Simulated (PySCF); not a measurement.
Species: C4H6Se.
Numbering: `[CH2:1]=[CH:2][CH2:3][CH:4]=[Se:5]` (hydrogens: H6, H7 on C1; H8 on C2; H9, H10 on C3; H11 on C4)

Cartesian coordinates in Å at the PBE0-D3(BJ)/def2-SVP level; atoms count from 1:
```
atom  x, y, z in Å
C1    -1.4588    1.1022    0.1727
C2    -0.8516   -0.0840    0.1675
C3     0.5259   -0.3322    0.7195
C4     1.4845   -0.6946   -0.3678
Se5    2.9655    0.1513   -0.7666
H6    -0.9825    1.9897    0.6010
H7    -2.4594    1.2281   -0.2487
H8    -1.3586   -0.9476   -0.2807
H9     0.4807   -1.1876    1.4226
H10    0.8949    0.5423    1.2743
H11    1.1981   -1.5731   -0.9670
```

Theory: PBE0-D3(BJ)/def2-SVP geometry optimisation, gas phase (PySCF).

Masses are those of the commonest isotopes; rigid-rotor values at the optimised geometry. The values belong to one conformer with, in the numbering `[CH2:1]=[CH:2][CH2:3][CH:4]=[Se:5]`, C1–C2–C3–C4 -114°, C2–C3–C4–Se5 122°.

Task: Give the principal moments of inertia and the rotational constants in GHz.

Result: Ia = 45.99, Ib = 419.52, Ic = 441.75 u·Å²; 505379 MHz·u·Å²/I gives 10988, 1205 and 1144 MHz, that is A = 10.988, B = 1.2047, C = 1.1440 GHz.

Task: What kind of rotor is it?

Result: A near-prolate asymmetric top: κ = (2 × 1205 − 10988 − 1144)/(10988 − 1144) = -0.99.

Task: What does the inertial defect say?

Result: Not planar: Δ = Ic − Ia − Ib = -23.76 u·Å². For a rigid frame Δ = −2 Σ m c², so Σ m c² = 11.88 u·Å² lies off the ab plane: 6.49 from hydrogen and 5.39 from heavier atoms. The atom farthest from that plane is 1.43 Å away.

Task: Where do the levels up to J = 3 lie, in K?

Result: Above 0(0,0), as E/k:
J = 1: 1(0,1) 0.113, 1(1,1) 0.582, 1(1,0) 0.585
J = 2: 2(0,2) 0.338, 2(1,2) 0.805, 2(1,1) 0.814, 2(2,1) 2.222, 2(2,0) 2.222
J = 3: 3(0,3) 0.676, 3(1,3) 1.139, 3(1,2) 1.156, 3(2,2) 2.560, 3(2,1) 2.560, 3(3,1) 4.915, 3(3,0) 4.915

Task: Which lines would a microwave search look for?

Result: The dipole components are |μa| = 1.94 D, |μb| = 0.92 D, |μc| = 0.10 D. Intensities carry the squares of the components, which stand as 1.00 : 0.23 : 0.00 (a : b : c). Some lines, for components of 0.1 D or more:

| type | branch | J(Ka,Kc) | MHz | lower level (cm⁻¹) |
| --- | --- | --- | --- | --- |
| a | R | 1(0,1) ← 0(0,0) | 2349 | 0.000 |
| a | R | 2(1,2) ← 1(1,1) | 4637 | 0.405 |
| a | R | 2(0,2) ← 1(0,1) | 4697 | 0.078 |
| c | Q | 2(1,2) ← 2(0,2) | 9723 | 0.235 |
| c | Q | 1(1,1) ← 1(0,1) | 9783 | 0.078 |
| b | Q | 2(1,1) ← 2(0,2) | 9905 | 0.235 |
| b | R | 1(1,1) ← 0(0,0) | 12132 | 0.000 |
| c | Q | 2(2,1) ← 2(1,1) | 29350 | 0.565 |
| b | Q | 2(2,0) ← 2(1,1) | 29350 | 0.565 |
| b | Q | 2(2,1) ← 2(1,2) | 29532 | 0.559 |
| c | R | 2(2,0) ← 1(1,0) | 34108 | 0.407 |
| c | R | 2(2,1) ← 1(1,1) | 34168 | 0.405 |
| b | R | 2(2,0) ← 1(1,1) | 34169 | 0.405 |

Task: Estimate the classical rotational partition function at 10 K, 200 K and 500 K.

Result: Point group C1, symmetry number σ = 1; q = (√π/σ)·√((kT/h)³/(ABC)), k/h = 20836.6 MHz/K: 1370 at 10 K, 123000 at 200 K, 484000 at 500 K.

Whether it is a minimum is left open (no frequencies). Zero-point vibration and centrifugal distortion are left out.

On one thread of an Intel Xeon Platinum 8488C (shared host), this took 28 s and 0.50 GiB of memory at its peak. That covers the optimisation of the geometry.
